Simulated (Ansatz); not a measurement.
Geometry optimisation, DFT LDA, scalar-relativistic, plane waves, PAW (Ansatz).

Input file:

```yaml
crystal:
  lattice:
    - [7.398, 0.0, 0.0]
    - [-3.699, 6.406856, 0.0]
    - [0.0, 0.0, 11.0]
  atoms:
    - { symbol: C, position: [0.0, 0.0, 0.0909091] }
    - { symbol: C, position: [0.2222222, 0.1111111, 0.0909091] }
    - { symbol: C, position: [0.0, 0.3333333, 0.0909091] }
    - { symbol: C, position: [0.2222222, 0.4444444, 0.0909091] }
    - { symbol: C, position: [0.0, 0.6666667, 0.0909091] }
    - { symbol: C, position: [0.2222222, 0.7777778, 0.0909091] }
    - { symbol: C, position: [0.3333333, 0.0, 0.0909091] }
    - { symbol: C, position: [0.5555556, 0.1111111, 0.0909091] }
    - { symbol: C, position: [0.3333333, 0.3333333, 0.0909091] }
    - { symbol: C, position: [0.5555556, 0.4444444, 0.0909091] }
    - { symbol: C, position: [0.3333333, 0.6666667, 0.0909091] }
    - { symbol: C, position: [0.5555556, 0.7777778, 0.0909091] }
    - { symbol: C, position: [0.6666667, 0.0, 0.0909091] }
    - { symbol: C, position: [0.8888889, 0.1111111, 0.0909091] }
    - { symbol: C, position: [0.6666667, 0.3333333, 0.0909091] }
    - { symbol: C, position: [0.8888889, 0.4444444, 0.0909091] }
    - { symbol: C, position: [0.6666667, 0.6666667, 0.0909091] }
    - { symbol: C, position: [0.8888889, 0.7777778, 0.0909091] }
    - { symbol: "N", position: [0.5452134, 0.8166289, 0.2236364], spin: 1.0 }
magnetization:
  spin_polarized: true
basis:
  ecutwfc: 420.0
kpoints:
  mp_grid: { grid: [2, 2, 1] }
hamiltonian:
  xc: lda
scf:
  occupations: { method: gaussian, width: 0.05 }
  lower_state_search: "off"
relax:
  f_tol: 0.03
  max_steps: 60
  adjacent_minimum: "off"
```

Run as:

```bash
$ ansatz run input.yaml --threads 2 --pin off --max-ram 5120MiB --backend cpu --events-out ev --progress --plain --runs-dir out
```

Problem. Where does it end, and by what steps?

Solution. The run converged. Limits of this set-up: coarse k mesh, slab without dipole correction. After 7 steps the energy has fallen by 1.477 eV; N19 moved furthest, 0.49 Å.

```
step  energy less start (eV)  largest force component (eV/Å)  accepted
   0                  0.0000                           1.934       yes
   1                 -0.2710                           0.962       yes
   2                 -0.6818                           2.056       yes
   3                 -1.0118                           2.401       yes
   4                 -1.4399                           0.657       yes
   5                 -1.4750                           0.120       yes
   6                 -1.4770                           0.036       yes
   7                 -1.4772                           0.005       yes
```

```xyz
19
Lattice="7.3980 0.0000 0.0000 -3.6990 6.4069 0.0000 0.0000 0.0000 11.0000" Properties=species:S:1:pos:R:3
C -0.013 -0.018 0.983
C 1.221 0.697 0.944
C -1.242 2.111 0.916
C -0.014 2.824 0.916
C -2.478 4.237 0.945
C -1.243 4.952 0.983
C 2.456 -0.018 0.982
C 3.661 0.708 1.004
C 1.221 2.106 0.929
C 2.457 2.824 0.915
C -0.038 4.227 1.004
C 1.221 4.904 1.297
C 4.920 0.030 1.297
C 6.180 0.708 1.004
C 3.685 2.111 0.916
C 4.920 2.828 0.930
C 2.481 4.227 1.004
C 3.686 4.952 0.983
N 1.221 5.670 2.508
```

The run took 31 s on 2 threads of Intel(R) Xeon(R) 6975P-C (Granite Rapids), with other jobs on the host, peak memory 0.83 GiB.
